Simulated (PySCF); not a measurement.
FHMgSe. Atoms are numbered in the order given.

```xyz
4

Mg    -0.0033     1.2271     0.0000
F      0.0019     2.9960     0.0000
Se    -0.0418    -1.1916     0.0000
H      1.4427    -1.1739     0.0000
```
Charge 0, spin multiplicity 1.

Coordinates come from a PBE-D3(BJ)/def2-TZVP optimisation. Other conformers were not sampled.

These are IEF-PCM-B3LYP/def2-SVP (PySCF) values and carry that method's errors.

The values are the electrostatic part of the solvation free energy, E(continuum) − E(gas) at the gas-phase geometry, in a cavity of scaled van der Waals radii (PySCF's table); cavitation and dispersion terms are not included. A continuum can't describe solvent molecules that bind to the metal. In vacuum the orbital gap is 4.88 eV. The dipole moment in vacuum is 1.11 D.

Problem. Estimate the values in water (ε = 78.36), ethylethanoate (ε = 5.99), tetrahydrofuran (ε = 7.43). (The exact figures need the calculation; the answer reports its results.)

Solution. 
```
solvent              ε  ΔG(elec) (kcal/mol)  dipole (D)  gap (eV)
---------------  -----  -------------------  ----------  --------
water            78.36                -16.1        0.75      5.34
ethylethanoate    5.99                -12.3        0.78      5.22
tetrahydrofuran   7.43                -13.1        0.77      5.24
```
